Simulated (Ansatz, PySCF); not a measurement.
Noncovalent pair: N2 (SMILES N#N) (first 2 atoms) with CHN (SMILES C#N); geometry from B3LYP-D3(BJ)/def2-TZVP.
(charge 0, multiplicity 1):
```xyz
5

N      0.06391     0.32300    -1.09639
N      0.03054     0.11818    -0.02598
C     -0.07734    -0.54918     3.42181
N     -0.11256    -0.76756     4.54661
H     -0.04447    -0.34468     2.37382
```

Basis-set superposition error: the interaction energy with monomers in their own basis, and in the dimer's basis (counterpoise).

Programs: Ansatz (an electronic-structure program) with Gaussian orbitals; PySCF for 6-31G* rows, M06-2X. Values without a source in brackets are computed.

| level | uncorrected (meV) | counterpoise (meV) | difference |
|---|---|---|---|
| HF/aug-cc-pVDZ | -25.9 | -16.0 | 10.0 |
| PBE/def2-TZVPPD | -51.0 | -47.0 | 4.0 |
| BLYP/def2-TZVPPD | -27.6 | -23.2 | 4.4 |
| B3LYP/6-31G* | -66.5 | -42.6 | 23.9 |
| B3LYP/def2-TZVPPD | -35.8 | -32.5 | 3.4 |
| PBE0/def2-TZVPPD | -46.5 | -43.7 | 2.9 |
| BHLYP/def2-TZVPPD | -43.5 | -41.2 | 2.2 |
| M06-2X/def2-TZVPPD | -40.0 | -37.5 | 2.5 |
| MP2/6-31G* | -83.5 | -52.6 | 30.9 |
| CCSD/aug-cc-pVDZ | -72.0 | -40.2 | 31.8 |

The error is largest for CCSD/aug-cc-pVDZ (31.8 meV) and smallest for BHLYP/def2-TZVPPD (2.2 meV).
